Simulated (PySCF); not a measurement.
How methods differ on the fine-structure interval of Zn¹⁷⁺

Zn¹⁷⁺ [Ne] 3s2 3p1 [3p1/2^1, M_J = 1/2] → Zn¹⁷⁺ [Ne] 3s2 3p1 [3p3/2^1, M_J = 3/2], as a difference of total energies. All numbers are calculated (PySCF 2.14, the two-component X2C-1e Hamiltonian, in an even-tempered Gaussian basis (19 s from 1.7 bohr⁻², ratio 2.4; 13 p from 2.2 bohr⁻², ratio 2.4; 5 d from 8.4 bohr⁻², ratio 2.6; 4 f from 13 bohr⁻², ratio 2.6)). Correlated levels: 1s2 frozen; the 50 highest virtual spinors dropped. "Screened" scales the spin-orbit matrix elements by Boettger's factors to mimic the two-electron term; Breit and QED terms are absent.

```json
{"method": "GHF (screened spin-orbit)", "fine-structure interval (cm⁻¹)": "42546"}
{"method": "GMP2 (screened spin-orbit)", "fine-structure interval (cm⁻¹)": "41249"}
{"method": "GHF (bare spin-orbit)", "fine-structure interval (cm⁻¹)": "45547"}
```
